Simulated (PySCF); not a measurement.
Molecule: `O=C(Cl)c1cccs1`, C₅H₃ClOS.

Bonds (- single, = double, # triple, : aromatic): O1=C2 1.189 Å, C2-Cl3 1.788 Å, C2-C4 1.457 Å, C4:C5 1.381 Å, C5:C6 1.413 Å, C6:C7 1.377 Å, C7:S8 1.706 Å, S8:C4 1.731 Å. C5 carries H9; C6 carries H10; C7 carries H11.

Geometry PBE0-D3(BJ)/def2-SVP throughout; GIAO in PySCF, gas phase, one conformer, non-relativistic; equivalent atoms averaged; functional PBE0.

For orientation, aug-cc-pVDZ gives these absolute shieldings σ: O1 -155.4, C4 53.9, C7 54.3, C5 58.4, C6 71.0, Cl3 572.2, S8 320.9, H9 23.10, H10 24.18 ppm.

A run gave: O1 -165.5, C4 55.3, C7 56.5, C5 59.6, C6 71.0, Cl3 587.5, S8 327.7, H9 23.47, H10 24.30 ppm (absolute shieldings σ).

Problem. Which basis set was used in that run?
A. cc-pVTZ
B. def2-TZVP
C. def2-SVP
D. cc-pVDZ
E. IGLO-III

Solution. D. C7 tells them apart best: cc-pVDZ gives 56.5, def2-SVP gives 54.4, IGLO-III gives 34.7, cc-pVTZ gives 42.3, def2-TZVP gives 41.0 ppm.
